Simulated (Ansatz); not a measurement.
C3H6OSSi can be A, `C=C[SiH2]C(=O)S`, or B, `C=C=C(S)O[SiH3]`.

Isolated molecules relaxed with PBE0-D4/def2-TZVP in Ansatz; ΔE leaves out vibrations. CCSD(T)/CBS adds triple-zeta CCSD(T) − MP2 to the extrapolated MP2 energy (def2 sets, frozen cores). Functionals use def2-TZVPP. B3LYP here is the variant with VWN-RPA as its local correlation; programs differ in this. One conformer a species, not always the lowest.

Problem. Which isomer does CCSD(T)/CBS put lower? Give the gap. (Best estimate.)

Solution. The calculation gave: A, by 11.8 kcal/mol.

Problem. Give E(B) − E(A) in kcal/mol with HF/def2-TZVPP, B3LYP-D4, PBE-D4, B2PLYP, B3LYP, CCSD/def2-TZVPP, PBE0-D4. (An estimate is asked.)

Solution. Computed: HF/def2-TZVPP 10.3, B3LYP-D4 11.6, PBE-D4 14.7, B2PLYP 12.2, B3LYP 11.9, CCSD/def2-TZVPP 11.2, PBE0-D4 12.6. None reverses the order clearly.

Largest T1 diagnostic: 0.016.

In def2-TZVPP, CCSD(T) changes the Hartree–Fock value by +1.8 kcal/mol (the triples alone add +0.9 kcal/mol) and MP2 by +1.0 kcal/mol. From PBE to PBE0 (25 % exact exchange), in def2-TZVPP and without D4, E(B) − E(A) moves by −2.1 kcal/mol.
